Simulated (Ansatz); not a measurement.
Gas-phase electronic energies from Ansatz, PBE0-D4/def2-TZVP geometries. CCSD(T)/CBS adds triple-zeta CCSD(T) − MP2 to the extrapolated MP2 energy (def2 sets, frozen cores). This one scheme is used for every species. DFT in def2-TZVPP. B3LYP here is the variant with VWN-RPA as its local correlation; programs differ in this. One conformer a species, not always the lowest.

Reaction (ligand exchange at the Si–C bond): `C[SiH]1C=C1` + `O[SiH2]O` → `O[SiH2]O[SiH]1C=C1` + CH₄

`C[SiH]1C=C1`:

Z-matrix (Å, degrees):
```
C
Si 1 1.863
H 1 1.091 2 110.7
H 1 1.093 2 110.6 3 -120.4
H 1 1.093 2 110.7 3 120.4
C 2 1.807 1 123.4 3 -25.4
C 2 1.807 1 123.4 3 27.1
H 2 1.486 1 111.1 3 -179.2
H 6 1.084 2 156.7 1 -74.8
H 7 1.084 2 156.7 1 74.7
```

`O[SiH2]O`:

Z-matrix (Å, degrees):
```
Si
O 1 1.642
O 1 1.642 2 113.5
H 1 1.481 2 111.5 3 116.9
H 1 1.481 2 103.8 3 -121.2
H 2 0.958 1 117.7 3 -66.0
H 3 0.958 1 117.7 2 -66.0
```

`O[SiH2]O[SiH]1C=C1`:

```xyz
12

O    -2.884   -0.067    0.136
Si   -1.708    0.579    1.075
O    -0.235    0.445    0.385
Si    1.018   -0.547    0.064
C     2.525    0.045   -0.690
C     1.769   -0.657   -1.553
H    -3.110    0.381   -0.680
H    -1.755   -0.191    2.336
H    -1.934    2.028    1.287
H     0.973   -1.674    1.017
H     3.469    0.571   -0.775
H     1.871   -0.913   -2.602
```

CH₄:

Z-matrix (Å, degrees):
```
C
H 1 1.090
H 1 1.090 2 109.5
H 1 1.090 2 109.5 3 -120.0
H 1 1.090 2 109.5 3 120.0
```

| level | ΔE (kJ/mol) | difference from CCSD(T)/CBS |
| --- | --- | --- |
| PBE-D4 | -105.4 | 13.4 |
| r2SCAN-D4 | -118.3 | 0.5 |
| PBE0-D4 | -110.8 | 8.0 |
| B3LYP-D4 | -122.8 | -4.0 |
| ωB97X-V | -117.8 | 1.0 |
| ωB97M-V | -116.6 | 2.2 |
| B2PLYP | -121.0 | -2.2 |
| PBE | -103.1 | 15.7 |
| r2SCAN | -117.4 | 1.4 |
| PBE0 | -108.5 | 10.3 |
| B3LYP | -119.2 | -0.4 |
| HF/def2-TZVPP | -137.3 | -18.5 |
| MP2/def2-TZVPP | -119.1 | -0.3 |
| SCS-MP2/def2-TZVPP | -122.7 | -3.9 |
| CCSD/def2-TZVPP | -120.7 | -1.9 |
| CCSD(T)/def2-TZVPP | -118.3 | 0.5 |
| HF/def2-QZVPP | -139.1 | -20.3 |
| MP2/def2-QZVPP | -120.0 | -1.2 |
| SCS-MP2/def2-QZVPP | -123.5 | -4.7 |
| HF/CBS(def2) | -139.4 | -20.6 |
| MP2/CBS(def2) | -119.5 | -0.7 |
| CCSD/CBS(def2) | -121.1 | -2.3 |
| CCSD(T)/CBS | -118.8 | 0 |

Largest T1 diagnostic among the species: 0.012.

From PBE to PBE0 (25 % exact exchange), in def2-TZVPP and without D4, ΔE moves by −5.5 kJ/mol. In def2-TZVPP, CCSD(T) changes the Hartree–Fock value by +19.0 kJ/mol (the triples alone add +2.4 kJ/mol) and MP2 by +18.2 kJ/mol.
